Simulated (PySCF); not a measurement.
A GIAO shielding run with PySCF (density fitting, non-relativistic, gas phase) on `InChI=1S/C4H12OSSi2/c1-4-8(5-2)7-6-3/h4,8H,1,7H2,2-3H3/t8-/m1/s1`:

```
$ OMP_NUM_THREADS=1 python probes_run.py task.json out

{"job": {"kind": "nmr", "xc": "PBE0", "basis": "pcSseg-1"}, "charge": 0, "multiplicity": 1}
C     -1.426222     2.294492    -0.658819
C     -1.898239     1.075289    -0.443658
Si    -0.885044    -0.512919    -0.613440
O     -1.408532    -1.692482     0.381182
C     -2.666293    -2.294489     0.413310
Si     1.249908    -0.424756     0.195102
S      2.232935     1.176714    -0.850921
C      3.913625     0.973348    -0.196141
H     -0.402994     2.455902    -0.957994
H     -2.032545     3.181079    -0.550539
H     -2.936998     0.979377    -0.140174
H     -1.047601    -0.941486    -2.018584
H     -2.894679    -2.758127    -0.548666
H     -2.656895    -3.060056     1.189400
H     -3.443275    -1.561530     0.640124
H      2.116553    -1.587840    -0.051505
H      1.466338    -0.118166     1.617764
H      4.525480     1.753435    -0.636149
H      4.294438    -0.003483    -0.476691
H      3.894890     1.076378     0.883970
```

Hardware: 1 thread of an Arm Neoverse N1, shared host. The job also computes population analyses, field gradients.

(1) How large is the calculation?

(2) How long does it take, and how much memory does it need?

Results:

(1) 88 electrons, 217 basis functions and 1196 auxiliary functions.

(2) 78 s of wall time, with 14 SCF cycles and 5 response iterations; peak memory 0.9 GiB. Times on a shared host scatter by some tens of per cent.
